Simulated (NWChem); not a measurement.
System: CH₃NOSn; SMILES O=C=[N][SnH3]

NWChem input:

```
start job
memory heap 200 mb stack 900 mb global 1100 mb
geometry units angstroms
  Sn     0.020216    -0.867672     0.031533
  N      0.277689     1.142152     0.361685
  C      0.004646     2.270363    -0.002324
  O     -0.214892     3.398327    -0.295564
  H      0.636003    -1.195442    -1.545572
  H      0.941508    -1.610618     1.278014
  H     -1.669989    -1.181715     0.166466
end
basis spherical
  * library 3-21g
end
dft
  xc b3lyp
  iterations 150
end
driver
  maxiter 120
end
task dft optimize
task dft freq
```

B3LYP is NWChem's, with the RPA form of VWN correlation.

The level has its own optimisation; frequencies are unscaled.

### Question
Predict the main results of this run. (B3LYP/3-21G, non-relativistic.) Quantities: r N–Sn (Å); r H–Sn (Å); r C–N (Å); r C–O (Å); highest harmonic frequency (cm⁻¹); lowest (cm⁻¹); zero-point energy (kcal/mol); dipole (D).

### Answer
The r N–Sn (Å) is 1.998. The r H–Sn (Å) is 1.742. The r C–N (Å) is 1.198 and the r C–O (Å) is 1.198. The highest harmonic frequency (cm⁻¹) comes out as 2395, the lowest (cm⁻¹) comes out as 111 and the zero-point energy (kcal/mol) comes out as 20.8. The dipole (D) is 3.48.
